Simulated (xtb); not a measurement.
C2H7S (SMILES CC[SH2+]), charge +1, singlet, from a rough starting geometry; xtb with GFN2-xTB.

Here is a job for xtb.
```
$ xtb mol.xyz --gfn 2 --chrg 1 --opt vtight --json

# file mol.xyz
10

C     -0.87290946     0.55234463    -0.24516516
C     -0.09711943    -0.68681138    -0.21165227
S      1.60159818    -0.58147706     0.54471566
H     -0.98526649     1.00932436     0.75378447
H     -0.35317468     1.29604456    -0.87259935
H     -1.87204127     0.37752567    -0.70304160
H     -0.63065335    -1.44492821     0.44228322
H      0.05031544    -1.13682408    -1.16024214
H      1.98383182     0.58024686    -0.16874965
H      1.20658338     0.15660644     1.64737978
```

### Question
Predict the main parts of the log of this xtb run.

### Answer

```
   ID    Z sym.   atoms
    1    6 C      1, 2
    2   16 S      3
    3    1 H      4-10

           -------------------------------------------------
          |                Calculation Setup                |
           -------------------------------------------------

           -------------------------------------------------
          |                 G F N 2 - x T B                 |
           -------------------------------------------------

          ...................................................
          :                      SETUP                      :
          :.................................................:
          :  # basis functions                  25          :
          :  # atomic orbitals                  24          :
          :  # shells                           14          :
          :  # electrons                        20          :
          :  max. iterations                   250          :
          :  Hamiltonian                  GFN2-xTB          :
          :  restarted?                      false          :
          :  GBSA solvation                  false          :
          :  PC potential                    false          :
          :  electronic temp.          300.0000000     K    :
          :  accuracy                    1.0000000          :
          :  -> integral cutoff          0.2500000E+02      :
          :  -> integral neglect         0.1000000E-07      :
          :  -> SCF convergence          0.1000000E-05 Eh   :
          :  -> wf. convergence          0.1000000E-03 e    :
          :  Broyden damping             0.4000000          :
          :  net charge                          1          :
          :  unpaired electrons                  0          :
          ...................................................

 iter      E             dE          RMSdq      gap      omega  full diag
   1    -10.7214225 -0.107214E+02  0.316E+00    6.46       0.0  T
   2    -10.7311227 -0.970014E-02  0.167E+00    5.62       1.0  T
   3    -10.7327974 -0.167469E-02  0.740E-01    5.05       1.0  T
   4    -10.7328518 -0.544431E-04  0.158E-01    4.93       1.0  T
   5    -10.7328691 -0.173229E-04  0.528E-02    4.93       1.0  T
   6    -10.7328704 -0.129933E-05  0.243E-02    4.94       1.3  T
   7    -10.7328709 -0.471006E-06  0.389E-03    4.94       8.1  T
   8    -10.7328709 -0.572477E-08  0.157E-03    4.94      20.2  T
   9    -10.7328709 -0.116933E-08  0.364E-04    4.94      87.0  T
[...]
         :: total energy             -10.617872995581 Eh    ::
 * total energy  :   -10.6178730 Eh     change       -0.2222933E-10 Eh
 * total energy  :   -10.6232319 Eh     change       -0.5358910E-02 Eh
 * total energy  :   -10.6239801 Eh     change       -0.7481654E-03 Eh
 * total energy  :   -10.6240533 Eh     change       -0.7319662E-04 Eh
 * total energy  :   -10.6240635 Eh     change       -0.1026729E-04 Eh
 * total energy  :   -10.6240662 Eh     change       -0.2652569E-05 Eh
 * total energy  :   -10.6240670 Eh     change       -0.8172519E-06 Eh
 * total energy  :   -10.6240673 Eh     change       -0.2826750E-06 Eh
 * total energy  :   -10.6240674 Eh     change       -0.1490716E-06 Eh
 * total energy  :   -10.6240676 Eh     change       -0.1201064E-06 Eh
 * total energy  :   -10.6240676 Eh     change       -0.5974384E-07 Eh
   *** GEOMETRY OPTIMIZATION CONVERGED AFTER 11 ITERATIONS ***
         :: total energy             -10.624067615885 Eh    ::
[...]
     4   1 H        0.925     0.080     1.976     2.198
     5   1 H        0.925     0.080     1.975     2.198
     6   1 H        0.925     0.114     1.665     2.018
     7   1 H        0.925     0.121     1.604     1.980
     8   1 H        0.925     0.121     1.603     1.980
     9   1 H        0.921     0.216     1.023     1.581
    10   1 H        0.921     0.216     1.023     1.582

 Mol. C6AA /au·bohr⁶  :        870.989518
 Mol. C8AA /au·bohr⁸  :      25859.452838
 Mol. α(0) /au        :         46.311048

Wiberg/Mayer (AO) data.
largest (>0.10) Wiberg bond orders for each atom

 ---------------------------------------------------------------------------
     #   Z sym  total        # sym  WBO       # sym  WBO       # sym  WBO
 ---------------------------------------------------------------------------
     1   6 C    3.972 --     2 C    1.033     4 H    0.977     5 H    0.977
                             6 H    0.955
     2   6 C    3.911 --     1 C    1.033     8 H    0.954     7 H    0.954
                             3 S    0.950
     3  16 S    2.902 --     2 C    0.950    10 H    0.934     9 H    0.934
     4   1 H    0.994 --     1 C    0.977
     5   1 H    0.994 --     1 C    0.977
     6   1 H    0.987 --     1 C    0.955
     7   1 H    0.985 --     2 C    0.954
     8   1 H    0.985 --     2 C    0.954
     9   1 H    0.953 --     3 S    0.934
    10   1 H    0.953 --     3 S    0.934
 ---------------------------------------------------------------------------

Topologies differ in total number of bonds
Writing topology from bond orders to xtbtopo.mol

molecular dipole:
                 x           y           z       tot (Debye)
 q only:        1.539      -0.200       0.600
   full:        1.530      -0.153       0.606       4.201
molecular quadrupole (traceless):
                xx          xy          yy          xz          yz          zz
 q only:        4.724       0.139      -3.050       3.267       0.054      -1.674
  q+dip:        3.527       1.185      -2.981       2.367       0.209      -0.546
   full:        3.801       1.162      -3.032       2.617       0.255      -0.769

optimized geometry written to: xtbopt.xyz

           -------------------------------------------------
          | TOTAL ENERGY              -10.624067615885 Eh   |
          | GRADIENT NORM               0.000046760558 Eh/α |
          | HOMO-LUMO GAP               5.323199366777 eV   |
           -------------------------------------------------
```
